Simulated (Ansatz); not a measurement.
`[CH3][Nb](=[NH])([F])[F]` and `[CH3][Nb](=[NH])([NH2])[F]` differ in one atom or group.

Ansatz, PBE0-D4/def2-TZVP geometries, multiplicity 1. Each molecule was computed in one conformer, which needn't be the lowest.

Elements past krypton have def2 core potentials.

| property | `[CH3][Nb](=[NH])([F])[F]` |
| --- | --- |
| LUMO energy (PBE0/def2-TZVPP) / eV | -1.69 |
| HOMO–LUMO gap (ωB97M-V/def2-TZVPP) / eV | 11.20 |
| HOMO–LUMO gap (B3LYP/def2-TZVPP) / eV | 6.17 |
| HOMO energy (PBE/def2-TZVPP) / eV | -6.95 |
| HOMO–LUMO gap (PBE0/def2-TZVPP) / eV | 6.68 |
| HOMO–LUMO gap (PBE/def2-TZVPP) / eV | 4.36 |

Give the same properties after the change, and the shifts. (Estimate.)

Computed: 
```
                               property  `[CH3][Nb](=[NH])([NH2])[F]`  shift
     LUMO energy (PBE0/def2-TZVPP) / eV                         -1.08   0.61
HOMO–LUMO gap (ωB97M-V/def2-TZVPP) / eV                         10.82  -0.38
  HOMO–LUMO gap (B3LYP/def2-TZVPP) / eV                          6.05  -0.12
      HOMO energy (PBE/def2-TZVPP) / eV                         -6.29   0.66
   HOMO–LUMO gap (PBE0/def2-TZVPP) / eV                          6.55  -0.13
    HOMO–LUMO gap (PBE/def2-TZVPP) / eV                          4.31  -0.05
```

With PBE0 the HOMO rises by 0.74 eV and the LUMO rises by 0.61 eV, so the gap narrows by about 0.13 eV. PBE moves the HOMO by 0.66 eV and ωB97M-V by 0.71 eV. The zero-point energy changes by 60.9 kJ/mol with +6 modes.

B3LYP here is the variant with VWN-RPA as its local correlation; programs differ in this.
